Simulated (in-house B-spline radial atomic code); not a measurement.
A fraction x of an electron is removed from 3d in the niobium ion Nb⁵⁺, starting from [Ar] 3d10 4s2 4p6 and keeping the highest spin. Level of theory: non-relativistic M06-L, spin-polarised, spherical fractional occupations, point nucleus; calculated with a radial B-spline atomic code at the basis-set limit.

| x | E(x) - E(0) (eV) | 3d down level (eV) |
| --- | --- | --- |
| 0 | 0.0000 | -266.708 |
| 0.1 | 26.8620 | -270.537 |
| 0.15 | ? | ? |
| 0.26 | ? | ? |
| 0.47 | 129.6026 | -284.858 |
| 0.68 | 190.2858 | -293.091 |
| 0.78 | 219.7921 | -297.038 |
| 0.92 | 261.7658 | -302.592 |
| 1 | 286.1005 | -305.780 |

**Question.** What belongs in the row x = 0.15?

**Answer.** An energy change of 40.4369 eV; 3d down at -272.458 eV.

**Question.** What belongs in the row x = 0.26?

**Answer.** An energy change of 70.6404 eV; 3d down at -276.700 eV.

**Question.** Check Janak's theorem between x = 0.47 and 0.68.

**Answer.** The slope of the energy is 288.97 eV; the orbital levels give 288.97 eV (-ε of the emptying orbital, averaged over the two points).
